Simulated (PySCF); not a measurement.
PySCF 2.14 output of a UHF calculation on a single atom or ion in aug-cc-pwCVTZ-DK3, with the spin-free X2C one-electron Hamiltonian (Gaussian nucleus):

```
SCF conv_tol = 1e-09
number electrons alpha = 27  beta = 26
cycle= 1 E= -7442.23363057407  delta_E= -2.91e-11  |g|= 2.7e-06  |ddm|= 3.8e-05
converged SCF energy = -7442.23363057407  <S^2> = 0.76311919  2S+1 = 2.0130764
```

The run itself started from symmetry-adapted Hartree-Fock orbitals and held the occupation by maximum overlap, so the iterations belong to that start.

**Question.** Which element, charge and spin multiplicity is this?

**Answer.** Xe+ (xenon, charge +1), multiplicity 2; the state was [Kr] 4d10 5s1 5p6, 2S determinant (an excited configuration).
